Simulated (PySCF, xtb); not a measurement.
B(Et)(OH)(NH2) (C2H8BNO), SMILES CCB(N)O. The values are those of a single conformer.

Harmonic wavenumbers (cm⁻¹) from GFN2-xTB in xtb at its own minimum, in rising order: 9, 184, 197, 342, 397, 464, 466, 503, 574, 723, 773, 845, 965, 1002, 1022, 1088, 1246, 1259, 1296, 1354, 1411, 1490, 1503, 1511, 1543, 2952, 2973, 3009, 3036, 3050, 3491, 3555, 3622.

Q: What does B3LYP-D3(BJ)/def2-SVP run with PySCF give at its own minimum? (An estimate is asked for; the answer gives what the named calculation found.)

A: 35, 205, 215, 359, 403, 425, 459, 550, 618, 742, 761, 878, 981, 995, 1013, 1053, 1246, 1255, 1377, 1394, 1420, 1440, 1476, 1481, 1598, 3007, 3020, 3048, 3089, 3113, 3592, 3694, 3855. Paired by order, the mean absolute difference is 42 cm⁻¹ and the zero-point energies are 68.4 and 69.8 kcal/mol.
